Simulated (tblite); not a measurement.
A geometry optimisation, step by step.

Species: C6H11FN3 (charge +1).
Atom-mapped SMILES: `[CH3:1][CH2:2][n:3]1[n:4][n+:5]([CH3:6])[c:7]([CH3:8])[c:9]1[F:10]` (hydrogens: H11, H12, H13 on C1; H14, H15 on C2; H16, H17, H18 on C6; H19, H20, H21 on C8)
Bond orders are those of one Lewis drawing.

Computed with GFN2-xTB (tblite), gas phase: L-BFGS steps from a force-field or distance-geometry start until the largest atomic force falls under 0.01 eV/Å. 8 of its 99 geometries are shown.

Step 0: E = -857.7948 eV, largest atomic force 2.318 eV/Å
```
atom  x, y, z in Å  |  force x, y, z in eV/Å
C1      3.049   -0.072   -0.503   -0.152   0.269  -0.918
C2      2.318   -0.364    0.808    0.251  -0.429  -0.017
N3      0.917   -0.208    0.489   -0.894   1.180   0.822
N4      0.284    0.957    0.593    0.780   0.675   0.633
N5     -0.985    0.858    0.253    1.115  -1.764  -0.391
C6     -1.972    1.927    0.244   -0.014   0.250   1.220
C7     -1.164   -0.442   -0.122   -1.459  -0.672  -0.634
C8     -2.448   -1.050   -0.601   -0.085   0.199   0.780
C9      0.052   -1.114    0.041   -1.124  -1.438  -0.613
F10     0.268   -2.441   -0.219    0.006   2.254   0.540
H11     3.387   -0.996   -0.989    0.064   0.355   0.213
H12     2.313    0.399   -1.214    0.974  -0.216   0.571
H13     3.891    0.617   -0.354   -0.346  -0.391  -0.151
H14     2.640    0.326    1.601   -0.453  -0.089  -0.253
H15     2.500   -1.412    1.157   -0.277   0.755  -0.268
H16    -2.169    2.312   -0.761    0.117  -0.307   0.085
H17    -1.628    2.792    0.870    0.054  -0.853  -0.561
H18    -2.932    1.581    0.721    0.946   0.081  -0.596
H19    -2.244   -1.892   -1.276   -0.143   0.520   0.067
H20    -3.115   -0.276   -1.020    0.434  -0.612  -0.032
H21    -2.969   -1.486    0.282    0.205   0.232  -0.497
```

Step 14: E = -858.3751 eV, largest atomic force 0.134 eV/Å
```
atom  x, y, z in Å  |  force x, y, z in eV/Å
C1      3.048   -0.062   -0.531    0.032  -0.014  -0.057
C2      2.273   -0.324    0.766    0.057  -0.020  -0.018
N3      0.861   -0.171    0.530   -0.022   0.030   0.000
N4      0.246    0.968    0.654    0.004   0.053   0.035
N5     -0.986    0.787    0.277    0.015  -0.003  -0.040
C6     -1.915    1.873    0.277   -0.068   0.079   0.032
C7     -1.218   -0.487   -0.119   -0.020  -0.082  -0.052
C8     -2.499   -1.044   -0.590   -0.078  -0.064   0.036
C9      0.010   -1.103    0.055   -0.033  -0.024   0.003
F10     0.393   -2.335   -0.150   -0.032  -0.024  -0.037
H11     3.385   -0.992   -0.980    0.031  -0.017   0.005
H12     2.427    0.449   -1.264    0.042   0.082   0.072
H13     3.912    0.563   -0.329    0.021  -0.054  -0.033
H14     2.555    0.382    1.547   -0.047   0.044  -0.012
H15     2.429   -1.345    1.116    0.093  -0.012   0.065
H16    -2.088    2.226   -0.739   -0.042  -0.019  -0.069
H17    -1.493    2.690    0.856    0.061   0.028   0.061
H18    -2.859    1.558    0.717   -0.054   0.008   0.021
H19    -2.306   -1.855   -1.288   -0.039   0.011  -0.021
H20    -3.136   -0.298   -1.058    0.126   0.030  -0.034
H21    -3.047   -1.464    0.253   -0.049  -0.033   0.042
```

Step 28: E = -858.4215 eV, largest atomic force 0.133 eV/Å
```
atom  x, y, z in Å  |  force x, y, z in eV/Å
C1      3.099   -0.061   -0.528   -0.079  -0.023   0.038
C2      2.289   -0.263    0.754   -0.116  -0.034   0.051
N3      0.861   -0.212    0.496   -0.048  -0.001  -0.055
N4      0.233    0.919    0.640   -0.035   0.005  -0.071
N5     -1.002    0.739    0.277   -0.054   0.047   0.042
C6     -1.916    1.844    0.303   -0.010   0.015  -0.025
C7     -1.241   -0.539   -0.114    0.010   0.090   0.045
C8     -2.545   -1.051   -0.593    0.129   0.025   0.023
C9     -0.004   -1.150    0.042    0.013   0.026  -0.126
F10     0.355   -2.380   -0.211    0.083   0.004   0.057
H11     3.279   -0.998   -1.048   -0.057  -0.016   0.021
H12     2.578    0.614   -1.202    0.068   0.084   0.009
H13     4.060    0.382   -0.275   -0.049  -0.063  -0.031
H14     2.471    0.551    1.458    0.052  -0.021  -0.027
H15     2.523   -1.219    1.223    0.024  -0.037   0.009
H16    -2.136    2.183   -0.711   -0.009  -0.057  -0.019
H17    -1.431    2.660    0.837   -0.057  -0.038   0.042
H18    -2.849    1.562    0.791    0.060   0.022   0.033
H19    -2.376   -1.891   -1.263   -0.056   0.006   0.007
H20    -3.093   -0.267   -1.113    0.040  -0.081  -0.005
H21    -3.163   -1.405    0.236    0.091   0.045  -0.018
```

Step 42: E = -858.4818 eV, largest atomic force 0.117 eV/Å
```
atom  x, y, z in Å  |  force x, y, z in eV/Å
C1      3.089   -0.099   -0.514   -0.015   0.037  -0.021
C2      2.275   -0.231    0.770    0.087  -0.011  -0.020
N3      0.864   -0.155    0.478    0.075  -0.029  -0.002
N4      0.220    0.964    0.624   -0.009  -0.059  -0.021
N5     -1.005    0.762    0.239   -0.028  -0.031   0.036
C6     -1.963    1.824    0.320    0.008  -0.018  -0.059
C7     -1.200   -0.512   -0.186   -0.050  -0.015   0.103
C8     -2.502   -1.055   -0.610   -0.037   0.002   0.003
C9      0.039   -1.105   -0.016    0.024   0.085   0.014
F10     0.441   -2.332   -0.231   -0.007   0.100  -0.026
H11     2.990   -0.975   -1.149   -0.017  -0.040   0.054
H12     2.760    0.772   -1.074    0.071   0.073  -0.007
H13     4.138    0.027   -0.261   -0.044  -0.025  -0.014
H14     2.481    0.602    1.447    0.056  -0.074  -0.019
H15     2.481   -1.185    1.258    0.004   0.005   0.043
H16    -2.272    2.124   -0.681   -0.042   0.029  -0.031
H17    -1.481    2.666    0.815   -0.039  -0.015  -0.004
H18    -2.842    1.509    0.883    0.042  -0.003   0.007
H19    -2.385   -1.967   -1.188    0.087  -0.010   0.015
H20    -3.046   -0.325   -1.203   -0.055   0.008  -0.021
H21    -3.089   -1.292    0.278   -0.113  -0.009  -0.029
```

Step 56: E = -858.5057 eV, largest atomic force 0.064 eV/Å
```
atom  x, y, z in Å  |  force x, y, z in eV/Å
C1      3.102   -0.117   -0.518   -0.017  -0.007  -0.013
C2      2.286   -0.210    0.766   -0.037  -0.008  -0.025
N3      0.872   -0.112    0.472   -0.002   0.017  -0.001
N4      0.209    0.997    0.629    0.021   0.013   0.059
N5     -1.019    0.774    0.266    0.025  -0.009   0.015
C6     -1.998    1.817    0.332   -0.015  -0.006  -0.003
C7     -1.207   -0.502   -0.153    0.019  -0.025  -0.028
C8     -2.493   -1.065   -0.606   -0.009   0.002  -0.011
C9      0.051   -1.066   -0.019    0.006  -0.012   0.023
F10     0.478   -2.274   -0.277   -0.012  -0.021   0.009
H11     2.847   -0.924   -1.202    0.006  -0.018  -0.004
H12     2.934    0.836   -1.014    0.021   0.002   0.014
H13     4.155   -0.202   -0.274    0.010   0.021  -0.001
H14     2.522    0.616    1.440   -0.004  -0.048  -0.025
H15     2.463   -1.168    1.262   -0.004   0.046  -0.005
H16    -2.346    2.068   -0.669   -0.026   0.022  -0.026
H17    -1.534    2.690    0.785    0.008   0.005   0.004
H18    -2.848    1.493    0.932   -0.031   0.012   0.022
H19    -2.332   -2.008   -1.121    0.024  -0.005   0.008
H20    -3.002   -0.375   -1.276    0.007   0.000  -0.018
H21    -3.149   -1.251    0.245    0.009   0.016   0.007
```

Step 70: E = -858.5079 eV, largest atomic force 0.033 eV/Å
```
atom  x, y, z in Å  |  force x, y, z in eV/Å
C1      3.101   -0.121   -0.524    0.000  -0.009  -0.010
C2      2.285   -0.211    0.760    0.012   0.005  -0.002
N3      0.870   -0.107    0.480   -0.006   0.000  -0.005
N4      0.205    0.999    0.646   -0.007   0.002  -0.001
N5     -1.023    0.777    0.277   -0.004   0.006  -0.004
C6     -2.006    1.817    0.340    0.000   0.001   0.004
C7     -1.206   -0.498   -0.153   -0.006   0.005   0.011
C8     -2.487   -1.065   -0.615    0.004   0.003   0.003
C9      0.050   -1.062   -0.013   -0.006  -0.010  -0.011
F10     0.475   -2.271   -0.268    0.008  -0.015  -0.005
H11     2.846   -0.924   -1.212   -0.008  -0.015  -0.003
H12     2.944    0.835   -1.017    0.006   0.002   0.003
H13     4.153   -0.213   -0.273   -0.004   0.020  -0.015
H14     2.536    0.610    1.431   -0.021   0.012   0.022
H15     2.464   -1.168    1.256   -0.013  -0.006   0.008
H16    -2.363    2.062   -0.662    0.009   0.002   0.012
H17    -1.540    2.695    0.784   -0.004  -0.004  -0.011
H18    -2.855    1.503    0.947    0.017  -0.009   0.003
H19    -2.316   -2.022   -1.102    0.004  -0.002   0.015
H20    -2.983   -0.393   -1.313    0.020   0.006  -0.004
H21    -3.158   -1.225    0.230    0.001   0.007  -0.009
```

Step 84: E = -858.5115 eV, largest atomic force 0.021 eV/Å
```
atom  x, y, z in Å  |  force x, y, z in eV/Å
C1      3.087   -0.124   -0.535   -0.006  -0.001   0.006
C2      2.286   -0.207    0.760   -0.005   0.001   0.007
N3      0.869   -0.109    0.488    0.006  -0.001   0.004
N4      0.205    0.996    0.656   -0.002  -0.006   0.002
N5     -1.022    0.776    0.284   -0.004  -0.011   0.011
C6     -2.007    1.813    0.371    0.000  -0.005  -0.003
C7     -1.204   -0.497   -0.148    0.010  -0.005  -0.010
C8     -2.474   -1.061   -0.643    0.008   0.003   0.004
C9      0.050   -1.064   -0.007    0.010   0.007   0.001
F10     0.473   -2.276   -0.255    0.000   0.011  -0.015
H11     2.835   -0.944   -1.204    0.007   0.002  -0.002
H12     2.907    0.821   -1.040    0.001  -0.006   0.002
H13     4.145   -0.191   -0.299   -0.011   0.001  -0.001
H14     2.534    0.621    1.426    0.007  -0.002  -0.003
H15     2.470   -1.159    1.263    0.005   0.004   0.000
H16    -2.404    2.046   -0.617    0.001  -0.007  -0.007
H17    -1.529    2.696    0.790    0.000   0.004  -0.005
H18    -2.828    1.500    1.016   -0.005  -0.005  -0.001
H19    -2.308   -2.069   -1.014   -0.010  -0.004   0.003
H20    -2.879   -0.450   -1.448   -0.004   0.008  -0.007
H21    -3.216   -1.101    0.153   -0.009   0.011   0.015
```

Step 98: E = -858.5128 eV, largest atomic force 0.009 eV/Å
```
atom  x, y, z in Å  |  force x, y, z in eV/Å
C1      3.082   -0.127   -0.536    0.001   0.000  -0.003
C2      2.289   -0.203    0.764    0.000  -0.002  -0.002
N3      0.871   -0.112    0.496    0.000   0.005  -0.004
N4      0.202    0.988    0.677    0.000   0.006   0.000
N5     -1.022    0.768    0.298    0.001   0.003  -0.004
C6     -2.011    1.802    0.382   -0.004  -0.005   0.005
C7     -1.199   -0.500   -0.152   -0.002   0.000   0.002
C8     -2.472   -1.052   -0.650    0.001  -0.001  -0.001
C9      0.058   -1.063   -0.015   -0.001   0.004  -0.005
F10     0.489   -2.267   -0.286   -0.004   0.002  -0.001
H11     2.828   -0.949   -1.201    0.002  -0.007   0.004
H12     2.899    0.815   -1.045   -0.001   0.005   0.001
H13     4.141   -0.192   -0.307    0.004   0.001   0.005
H14     2.537    0.631    1.421    0.000  -0.003   0.001
H15     2.480   -1.151    1.274    0.003  -0.004  -0.002
H16    -2.421    2.014   -0.606    0.007   0.000   0.001
H17    -1.534    2.695    0.781    0.000  -0.003  -0.007
H18    -2.823    1.495    1.041   -0.007  -0.005   0.003
H19    -2.334   -2.085   -0.959    0.002  -0.005   0.005
H20    -2.832   -0.476   -1.503   -0.002   0.005   0.001
H21    -3.236   -1.015    0.125   -0.001   0.002   0.000
```

Question: Summarise the path.

Answer: The energy falls by 0.7181 eV from step 0 to step 98; nine tenths of that is first reached at step 35. It falls at every step. The largest force goes from 2.318 to 0.009 eV/Å. Among the bonds C9–F10 changes most, from 1.369 to 1.307 Å; the atoms move by 0.390 Å rms after alignment.

The cost below is that of the whole relaxation. The run took 0.76 s of wall time on Arm Neoverse V1, one thread, shared host with 32 logical CPUs at a one-minute load of 14.
